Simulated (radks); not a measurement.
Problem. Neutral thulium: order these configurations by energy. Calculated with a radial shooting solver on a logarithmic mesh with Libxc functionals: scalar-relativistic Kohn-Sham, LDA (Slater exchange, Perdew-Wang correlation), spin-polarised, spherical densities, finite nucleus; Fermi nuclear charge, rms radius of each element as measured or else 0.836 A^(1/3) + 0.57 fm. Open shells are filled with parallel spins first. [Xe] 4f12 5d1 6s2; [Xe] 4f12 6s2 6p1; [Xe] 4f13 5d1 6s1; [Xe] 4f13 6s1 6p1; [Xe] 4f13 6s2.

Solution. From the lowest, in eV above it: [Xe] 4f13 6s2 0.000; [Xe] 4f13 6s1 6p1 2.505; [Xe] 4f13 5d1 6s1 2.642; [Xe] 4f12 5d1 6s2 4.192; [Xe] 4f12 6s2 6p1 5.610.
